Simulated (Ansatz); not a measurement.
# What each rung costs, and what it gives

The pair of F⁻ (SMILES [F-], atom 1) and BCl3 (SMILES ClB(Cl)Cl, atoms 2–5), both closed shells, in one local arrangement (a lower one may exist), relaxed at PBE0-D4/def2-TZVPD:

```
5
angstrom
F -0.1398 0.0775 -1.4662
Cl -1.1353 1.2719 0.7062
B -0.0102 0.0057 -0.1074
Cl -0.4845 -1.7129 0.4864
Cl 1.7698 0.3578 0.3810
```

Interaction energies are counterpoise-corrected; the time is that of the whole pair.

Program: Ansatz 0.2.0. Basis: as named in each row. Cores are frozen in the correlated methods. B3LYP uses VWN-RPA correlation. Extrapolation: Hartree–Fock as exp(−7.88 √X), correlation as X^−2.97.

Times are rough, for one single point on 4 threads of a shared host (Intel Xeon Platinum 8259CL).

The estimate by CCSD(T) at an estimated basis limit (MP2 extrapolated from triple and quadruple zeta, plus CCSD(T) − MP2 in triple zeta) is -575.0 kJ/mol.

| method | basis | time (s) | interaction energy (kJ/mol) | method less estimate |
| --- | --- | --- | --- | --- |
| HF | STO-3G | under 1 | -889.5 | -314.5 |
| PBE-D4 | STO-3G | under 1 | -812.9 | -237.9 |
| SPW92 | def2-SVP | under 1 | -600.0 | -25.0 |
| PBE-D4 | def2-SVP | under 1 | -550.6 | 24.4 |
| B3LYP-D4 | 6-31G | under 1 | -589.0 | -14.0 |
| PBE0-D4 | def2-SVP | under 1 | -595.9 | -20.9 |
| CCSD(T) | def2-SVP | 1 | -540.8 | 34.2 |
| revPBE-D4 | def2-TZVPPD | 2 | -519.5 | 55.5 |
| PBE-D4 | def2-TZVPPD | 2 | -531.9 | 43.1 |
| BLYP-D4 | def2-TZVPPD | 2 | -508.4 | 66.6 |
| wB97M-V | def2-SVP | 2 | -590.8 | -15.8 |
| PBE0-D4 | def2-TZVPPD | 3 | -576.4 | -1.4 |
| B3LYP-D4 | def2-TZVPPD | 3 | -550.6 | 24.4 |
| HSE06-D4 | def2-TZVPPD | 3 | -576.2 | -1.2 |
| r2SCAN-D4 | def2-TZVPPD | 3 | -572.0 | 3.0 |
| B97M-V | def2-TZVPPD | 6 | -572.0 | 3.0 |
| B2PLYP | def2-TZVPPD | 6 | -550.7 | 24.3 |
| wB97X-V | def2-TZVPPD | 6 | -577.5 | -2.5 |
| wB97M-V | def2-TZVPPD | 6 | -573.4 | 1.6 |
| MP2 | def2-QZVPPD | 13 | -571.6 | 3.4 |
| CCSD(T) | def2-TZVPPD | 28 | -556.7 | 18.3 |

T1 diagnostic: at most 0.023.
